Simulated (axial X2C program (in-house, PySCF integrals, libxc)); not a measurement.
**Which molecule has these constants?**

Calculated with an axial X2C code built on PySCF integrals, spin-free (one-electron X2C) or two-component (2c: spin–orbit coupling with atomic mean-field Coulomb and Gaunt terms, which also bring small scalar terms), in Dyall basis sets with cores contracted in-house; open shells are unrestricted.

A two-component PBE0 calculation in a Dyall 3-zeta basis gave Re = 1.810 Å, ωe = 570.1 cm⁻¹, De = 1.77 eV, Ω = 2.

**Question.** Which molecule is it?
A. AsC⁺
B. GaC⁺
C. CuC⁺
D. CSe⁺
E. MnC⁺

**Answer.** C. The others have GaC⁺ 2.047 Å and 377.5 cm⁻¹ (Ω = 1); CSe⁺ 1.621 Å and 1142.6 cm⁻¹ (Ω = 1/2); MnC⁺ 1.682 Å and 616.2 cm⁻¹ (Ω = 1); AsC⁺ 1.736 Å and 922.1 cm⁻¹ (Ω = 2).

Each entry is the lowest single determinant of a limited PBE0 search at one distance. De goes to single-determinant-based atoms at the same level (for ions the charge split of lowest energy) and is withheld (n/a) where an atom does not fit its ground term or J level. Main or longest-lived isotopes. One determinant is a doubtful description, or other states lie close, for CuC⁺, GaC⁺, CSe⁺, MnC⁺, AsC⁺; these need not be ground states, and all values refer to the states named. Some open-shell Ω = 0 determinants are out of reach, so the Ω given for CuC⁺, GaC⁺, MnC⁺, AsC⁺ need not be the lowest component. With several unpaired electrons the Ω given is that of one determinant, not necessarily of the lowest component. Some light 2c atoms are not at their ground J level, so De misses part of their lowering (0.04 eV or less). The functionals have no current term, which raises determinants with orbital currents.
